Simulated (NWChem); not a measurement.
System: C2H5O2 cation; SMILES CC(O)=[OH+]

Here is an NWChem input.

```
start job
memory heap 200 mb stack 900 mb global 1100 mb
charge 1
geometry units angstroms
  C      0.025633    -1.422421     0.003005
  C     -0.007293     0.053158     0.008588
  O     -1.142750     0.643176    -0.113415
  O      1.036739     0.813661     0.099296
  H      0.841241    -1.816369     0.639891
  H     -0.953419    -1.828704     0.317470
  H      0.210418    -1.759256    -1.043549
  H     -1.066175     1.630784    -0.132307
  H      1.884362     0.320199     0.193744
end
basis spherical
  * library 3-21g
end
dft
  xc hfexch
  iterations 150
end
driver
  maxiter 120
end
task dft optimize
task dft freq
```

Parts of the log:

```
             Northwest Computational Chemistry Package (NWChem) 7.3.0
             --------------------------------------------------------

 C1  symmetry detected

                             Geometry "geometry" -> ""
                             -------------------------

 Output coordinates in angstroms (scale by  1.889725989 to convert to a.u.)

  No.       Tag          Charge          X              Y              Z
 ---- ---------------- ---------- -------------- -------------- --------------
    1 C                    6.0000     0.02491190    -1.42191984     0.00365462
    2 C                    6.0000    -0.01174826     0.05355902     0.01182974
    3 O                    8.0000    -1.15547331     0.64013051     0.00205780
    4 O                    8.0000     1.03384540     0.81720958    -0.00110427
    5 H                    1.0000     0.90049080    -1.81299770     0.55723831
    6 H                    1.0000    -0.91716045    -1.83086887     0.41323650
    7 H                    1.0000     0.10668633    -1.75895901    -1.05587175
    8 H                    1.0000    -1.08410774     1.62794670    -0.02470636
    9 H                    1.0000     1.88813250     0.32632308     0.00956886

 Effective nuclear repulsion energy (a.u.)     129.9092733053

                                Z-matrix (autoz)
                                --------

 Units are Angstrom for bonds and degrees for angles

[...]

      ----------------------
      Optimization converged
      ----------------------

  Step       Energy      Delta E   Gmax     Grms     Xrms     Xmax
  ---- ---------------- -------- -------- -------- -------- --------
@   20    -226.85329197 -2.2D-08  0.00001  0.00000  0.00005  0.00012
                                     ok       ok       ok       ok

                                Z-matrix (autoz)
                                --------

 Units are Angstrom for bonds and degrees for angles

[...]

 Rotational Constants
 --------------------
 A=   0.366586 cm-1  (  0.527424 K)
 B=   0.303937 cm-1  (  0.437288 K)
 C=   0.171451 cm-1  (  0.246674 K)

 Temperature                      =   298.15K
 frequency scaling parameter      =   1.0000

 Zero-Point correction to Energy  =   49.149 kcal/mol  (  0.078324 au)
 Thermal correction to Energy     =   52.019 kcal/mol  (  0.082897 au)
 Thermal correction to Enthalpy   =   52.611 kcal/mol  (  0.083841 au)

 Total Entropy                    =   69.212 cal/mol-K
   - Translational                =   38.229 cal/mol-K (mol. weight =  61.0289)
   - Rotational                   =   23.939 cal/mol-K (symmetry #  =        1)
   - Vibrational                  =    7.044 cal/mol-K

 Cv (constant volume heat capacity) =   14.452 cal/mol-K
   - Translational                  =    2.979 cal/mol-K
   - Rotational                     =    2.979 cal/mol-K
   - Vibrational                    =    8.493 cal/mol-K

[normal modes left out]

 ----------------------------------------------------------------------------
 Normal Eigenvalue ||           Projected Infra Red Intensities
  Mode   [cm**-1]  || [atomic units] [(debye/angs)**2] [(KM/mol)] [arbitrary]
 ------ ---------- || -------------- ----------------- ---------- -----------
    1       -0.000 ||    0.018448           0.426        17.984       1.739
    2        0.000 ||    0.002867           0.066         2.795       0.270
    3        0.000 ||    0.012383           0.286        12.072       1.168
    4        0.000 ||    0.004893           0.113         4.770       0.461
    5        0.000 ||    0.011699           0.270        11.405       1.103
    6        0.000 ||    0.006028           0.139         5.876       0.568
    7       60.792 ||    0.001342           0.031         1.308       0.127
    8      437.732 ||    0.003027           0.070         2.951       0.285
    9      581.050 ||    0.040514           0.935        39.495       3.820
   10      602.754 ||    0.000197           0.005         0.192       0.019
   11      691.297 ||    0.287506           6.633       280.275      27.106
   12      819.487 ||    0.282695           6.522       275.585      26.653
   13      892.674 ||    0.036341           0.838        35.427       3.426
   14     1150.926 ||    0.042796           0.987        41.720       4.035
   15     1192.556 ||    0.285991           6.598       278.798      26.963
   16     1217.415 ||    0.041710           0.962        40.661       3.932
   17     1240.407 ||    0.189832           4.380       185.057      17.897
   18     1567.257 ||    0.108703           2.508       105.969      10.249
   19     1592.742 ||    0.216967           5.006       211.510      20.456
   20     1622.697 ||    0.029028           0.670        28.298       2.737
   21     1623.092 ||    0.123924           2.859       120.807      11.684
   22     1763.468 ||    0.261490           6.033       254.913      24.653
   23     3197.649 ||    0.021593           0.498        21.050       2.036
   24     3257.212 ||    0.014470           0.334        14.106       1.364
   25     3343.951 ||    0.015700           0.362        15.305       1.480
   26     3737.818 ||    0.455964          10.519       444.496      42.989
   27     3803.616 ||    0.347684           8.021       338.940      32.780
 ----------------------------------------------------------------------------
```

Level: Hartree-Fock/3-21G.
